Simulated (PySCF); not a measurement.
Sc (scandium, neutral): PBE0 calculation

Configuration: [Ar] 3d3, high-spin 4F determinant (an excited configuration). Computed with PySCF 2.14 in aug-cc-pwCVTZ-DK (10s9p7d4f3g, 127 functions), with scalar relativity by spin-free X2C-1e.

```
Total energy                        : -763.876 hartree
One-electron energy                 : -1048.542 hartree
Hartree (Coulomb) energy            : 323.908 hartree
Exchange-correlation energy         : -39.243 hartree
⟨S²⟩                                : 3.7507
⟨L²⟩                                : 12.013
Sum of ⟨r⟩                          : 20.19 bohr
Sum of ⟨r²⟩                         : 47.10 bohr²
Langevin diamagnetic susceptibility : -37.3 ×10⁻⁶ cm³/mol
```

```
shell  electrons  mean orbital energy (hartree)  rms radius, mean of both spins (bohr)
 1s β          1                     -162.66024                                 0.0844
 1s α          1                     -162.65912                                 0.0844
 2s α          1                      -17.69284                                  0.373
 2s β          1                      -17.67892                                  0.373
 2p α          3                      -14.43115                                  0.341
 2p β          3                      -14.41941                                  0.341
 3s α          1                       -2.01410                                   1.17
 3s β          1                       -1.95290                                   1.17
 3p α          3                       -1.18701                                   1.30
 3p β          3                       -1.11686                                   1.30
 3d α          3                       -0.06683                                   3.33
```

Densities and radii are taken from the X2C orbitals without a picture-change correction, which distorts them close to the nucleus.
